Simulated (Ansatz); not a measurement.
Input for Ansatz (a first-principles code): R-wB97M-V/def2-TZVPPD on AsH6P (a complex), monomers drawn apart or pushed together. Files ending in .json are basis or fitting sets from the Basis Set Exchange.

Ansatz 0.2 input:
```yaml
crystal:
  periodic: [false, false, false]
  atoms:
    - {symbol: P, position_ang: [-0.55176334, 0.17664237, 0.27429872]}
    - {symbol: H, position_ang: [0.71621281, -0.45638740, 0.25560218]}
    - {symbol: H, position_ang: [-1.26417286, -1.04837040, 0.24526878]}
    - {symbol: H, position_ang: [-0.59406875, 0.34277546, -1.13506981]}
    - {symbol: As, position_ang: [-0.44002219, -0.29228999, 4.43363439]}
    - {symbol: H, position_ang: [-1.80375011, 0.38519608, 4.47151607]}
    - {symbol: H, position_ang: [0.29359762, 1.04132551, 4.49209968]}
    - {symbol: H, position_ang: [-0.40490286, -0.45267055, 5.95187043]}
basis:
  gaussian:
    orbitals: def2-TZVPPD.json
hamiltonian:
  xc: {name: wB97M-V}
scf: {lower_state_search: off}
```

Output:

```
WARN ansatz: RAYON_NUM_THREADS=2 ignored (pool sized by the plan → 2); use --threads N
Functional definition: wB97M-V
these checks for a lower state are left out or cut short: stability, starts, cluster_reference, orbital_swaps, neighbouring_geometries, increment
integrals: 0.15 GiB planned
1097 factors; their error is unknown
integrals: 0.18 GiB planned
301 factors; integrals over basis functions are off by at most 1.9e-5 eV
mean field: 1.24 GiB planned
mean field evaluation 1: about -70222.2655 eV, gradient 1.2e1 eV
mean field evaluation 2: about -70222.5690 eV, gradient 6.8e0 eV
mean field evaluation 4: about -70222.6258 eV, gradient 5.4e-1 eV
mean field evaluation 8: about -70222.7728 eV, gradient 4.3e-1 eV
mean field evaluation 16: about -70222.7730 eV, gradient 2.0e-5 eV
mean field -70222.77298143 eV, -2580.6393083623 hartree, gradient 5.6e-6 eV, S^2 0.000000; 0 other end points of the search recorded, 0 dependent functions left out
reference -70222.77303588 eV, -2580.6393103636 hartree; 27, 27 occupied and 177, 177 virtual orbitals, 1097 factors
Total energy: -70222.77303588 eV, -2580.6393103636 hartree
Checks for a lower state left out: stability, starts, cluster_reference, orbital_swaps, neighbouring_geometries, increment
```

The calculation finished and met its thresholds.

Cost: very roughly 11 core-seconds.
